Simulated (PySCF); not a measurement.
C4H5BFN, SMILES B(F)(C#C)/C=N/C. Geometry optimised at PBE-D3(BJ)/def2-SVP. The structure was generated by enumeration; whether it is a known compound was not checked. Other conformers were not sampled.

Computed equilibrium geometry at PBE-D3(BJ)/def2-SVP (PySCF confirms it by a frequency run) as a Z-matrix, and its point group (one conformer of several):
point group Cs.
```
C
N 1 1.2881
H 1 1.1236 2 120.68
C 2 1.4386 1 118.94 3 0.00
H 4 1.1119 2 108.97 1 122.80
H 4 1.1119 5 105.30 2 -116.76
H 4 1.1185 5 109.20 6 -117.14
B 1 1.5757 3 119.47 2 180.00
F 8 1.3352 1 119.73 3 180.00
C 8 1.5338 9 119.11 1 180.00
C 10 1.2298 9 154.42 8 180.00
H 11 1.0826 9 162.20 8 180.00
```
Charge 0, spin multiplicity 1.
